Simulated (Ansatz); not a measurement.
Cost and result for the atomization energy of `Cl[C](Cl)Br` radical (4 atoms, 3 bonds).

Charge 0, multiplicity 2. Correlated methods include outer-core shells of Br, which these sets cover unevenly. Scalar relativity is left out up to krypton. The structure was optimised at the PBE0-D4/def2-TZVP level. Program: Ansatz. All runs use 4 threads of an Arm Neoverse V1 on a shared host. Times are those of one run each, without the atoms' runs, and a repeat can differ threefold. Electronic energies, without spin–orbit coupling; frozen cores. CCSD(T)/CBS adds CCSD(T) − MP2 in def2-TZVPP to the MP2 limit, and its time is that of the two runs behind it. T1 = 0.014; ⟨S²⟩ of the reference is 0.77. With those shells the extrapolation isn't a true limit. HSE06 is the plane-wave form, built on full-range PBE exchange.

CCSD(T)/CBS is a level of theory with its own doubt, some kJ/mol a heavy atom from the limit and from the frozen cores, so smaller differences don't rank the functionals.

| level | functions | atomization (kcal/mol) | difference from CCSD(T)/CBS | per bond |
| --- | --- | --- | --- | --- |
| ωB97M-V/def2-TZVPP (with forces) | 163 | 233.6 | 0.8 | 0.3 |
| CAM-B3LYP-D4/def2-TZVPP | 163 | 228.6 | -4.2 | -1.4 |
| revPBE-D4/def2-TZVPP | 163 | 245.6 | 12.8 | 4.3 |
| CCSD(T)/def2-SVP | 82 | 206.0 | -26.8 | -8.9 |
| r2SCAN-D4/def2-TZVPP (with forces) | 163 | 243.1 | 10.3 | 3.4 |
| BLYP-D4/def2-TZVPP | 163 | 234.8 | 2.0 | 0.7 |
| r2SCANh-D4/def2-TZVPP | 163 | 238.9 | 6.1 | 2.0 |
| CCSD(T)/def2-TZVPP | 163 | 220.5 | -12.3 | -4.1 |
| CCSD(T)/CBS(def2) | – | 232.8 | 0.0 | 0.0 |
| PBE0-D4/def2-TZVPP | 163 | 244.0 | 11.2 | 3.7 |
| PBE-QIDH/def2-TZVPP | 163 | 236.7 | 3.9 | 1.3 |
| MP2/def2-QZVPP | 286 | 244.0 | 11.2 | 3.7 |
| HSE06-D4/def2-TZVPP | 163 | 244.5 | 11.7 | 3.9 |

Q: Order the runs by time, with rough figures. (Estimate.)

A: Ansatz gave: BLYP-D4/def2-TZVPP 1.9 s; revPBE-D4/def2-TZVPP 2 s; PBE0-D4/def2-TZVPP 3.6 s; HSE06-D4/def2-TZVPP 3.7 s; CAM-B3LYP-D4/def2-TZVPP 4 s; PBE-QIDH/def2-TZVPP 4.9 s; r2SCAN-D4/def2-TZVPP (with forces) 5.5 s; CCSD(T)/def2-SVP 5.5 s; r2SCANh-D4/def2-TZVPP 7 s; MP2/def2-QZVPP 12 s; ωB97M-V/def2-TZVPP (with forces) 12 s; CCSD(T)/def2-TZVPP 2.1 min; CCSD(T)/CBS(def2) 2.3 min.

In def2-TZVPP, CCSD(T) changes the Hartree–Fock value by +85.7 kcal/mol (the triples alone add +10.2 kcal/mol) and MP2 by +102.0 kcal/mol; breaking electron pairs costs correlation energy, which Hartree–Fock lacks. Leaving LDA and LC-ωPBE aside and taking each functional with its dispersion term where it has one, the values, not all of them listed here, spread over 43.3 kcal/mol, from BHLYP-D4 to PBE-D4. LDA lies +49.6 kcal/mol from PBE without D4, its usual overbinding. From r2SCAN to r2SCAN0 (25 % exact exchange), in def2-TZVPP and without D4, the atomization energy moves by −10.4 kcal/mol: exact exchange takes away binding that semilocal exchange gives to molecules.
